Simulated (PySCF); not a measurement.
A structure optimised at PBE-D3(BJ)/def2-SVP, used in a PySCF frequency run:

```
Zr
O 1 1.9082
H 2 0.9671 1 172.00
O 1 1.9082 2 110.71 3 0.00
H 4 0.9671 1 172.00 2 0.00
Cl 1 2.3738 2 108.88 3 119.67
Cl 1 2.3738 2 108.88 3 -119.67
```

Q: Write its SMILES, formula and point group.

A: [OH][Zr]([OH])([Cl])[Cl], Cl2H2O2Zr, C2v

Q: What are its rotational constants (standard atomic weights)?

A: 2.0571, 1.4062, 1.1853 GHz
